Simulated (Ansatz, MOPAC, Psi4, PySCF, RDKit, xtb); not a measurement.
Two geometries of SMILES C#C[SiH2][SiH2][Si](Cl)(Cl)Cl, singlet, relaxed at B3LYP-D3(BJ)/def2-SVP with one dihedral held; other torsions can differ between them too.

Structure A

```
13

C     -2.3186     1.3705    -0.2689
C     -1.8382     0.3181    -0.6469
Si    -0.9965    -1.2435    -1.0997
Si     1.0917    -1.1986    -0.0134
Si     0.6635    -0.4810     2.1676
Cl     0.4050     1.5705     2.2386
Cl    -1.0810    -1.3830     2.8324
Cl     2.1919    -0.9813     3.4716
H     -2.7454     2.2979     0.0672
H     -0.8309    -1.3343    -2.5778
H     -1.7820    -2.4118    -0.6162
H      2.0390    -0.2401    -0.6512
H      1.7119    -2.5541     0.0549
```

Structure B

```
13

C      2.3719     1.3584    -0.5153
C      1.7665     0.3511    -0.8333
Si     0.7992    -1.1422    -1.2721
Si    -1.1164    -1.2332     0.1077
Si    -2.8606    -1.7607    -1.3427
Cl    -2.3171    -3.4698    -2.3871
Cl    -3.0898    -0.2236    -2.7109
Cl    -4.6794    -2.1014    -0.4203
H      2.9097     2.2471    -0.2387
H      0.3699    -1.0566    -2.6947
H      1.6229    -2.3675    -1.0783
H     -1.0151    -2.2982     1.1464
H     -1.3989     0.0830     0.7462
```

Question: Which is lower in energy at the level CCSD(T) on RHF/cc-pVDZ, frozen core // B3LYP-D3(BJ)/def2-SVP (Ansatz, a first-principles code), and by how much?

Answer: A is lower, by 0.77 kcal/mol (dihedral C2–Si3–Si4–Si5: 45° in A, 135° in B).

E(B) − E(A) in kcal/mol at the other levels, on the same two geometries: MMFF94 // B3LYP-D3(BJ)/def2-SVP (RDKit) 0.57; B3LYP/def2-TZVP // B3LYP-D3(BJ)/def2-SVP (Psi4) -0.44; B3LYP-D3(BJ)/def2-TZVP // B3LYP-D3(BJ)/def2-SVP (Psi4) 0.91; PBE/def2-TZVP // B3LYP-D3(BJ)/def2-SVP (Psi4) -0.16; PBE-D3(BJ)/def2-TZVP // B3LYP-D3(BJ)/def2-SVP (Psi4) 0.63; wB97M-V/def2-TZVP // B3LYP-D3(BJ)/def2-SVP (Psi4) 0.87; RHF/cc-pVDZ // B3LYP-D3(BJ)/def2-SVP (Ansatz) -0.11; MP2 on RHF/cc-pVDZ, frozen core // B3LYP-D3(BJ)/def2-SVP (Ansatz) 1.00; CCSD on RHF/cc-pVDZ, frozen core // B3LYP-D3(BJ)/def2-SVP (Ansatz) 0.63; RHF/cc-pVTZ // B3LYP-D3(BJ)/def2-SVP (Ansatz) -0.47; MP2 on RHF/cc-pVTZ, frozen core // B3LYP-D3(BJ)/def2-SVP (Ansatz) 1.06; UFF // B3LYP-D3(BJ)/def2-SVP (RDKit) 1.16; PM6, restricted, heats of formation // B3LYP-D3(BJ)/def2-SVP (MOPAC) 0.55; PM3, restricted, heats of formation // B3LYP-D3(BJ)/def2-SVP (MOPAC) -0.57; GFN1-xTB // B3LYP-D3(BJ)/def2-SVP (xtb) 0.57; restricted B3LYP/6-31G*, spherical d, density fitting // B3LYP-D3(BJ)/def2-SVP (PySCF) -0.19; restricted MP2 (frozen core)/3-21G // B3LYP-D3(BJ)/def2-SVP (PySCF) 0.80; restricted LDA (SVWN5)/6-31G*, spherical d, density fitting // B3LYP-D3(BJ)/def2-SVP (PySCF) 0.88; restricted Hartree-Fock/3-21G, density fitting // B3LYP-D3(BJ)/def2-SVP (PySCF) 0.51.

MMFF94 has few fitted parameters for silicon.
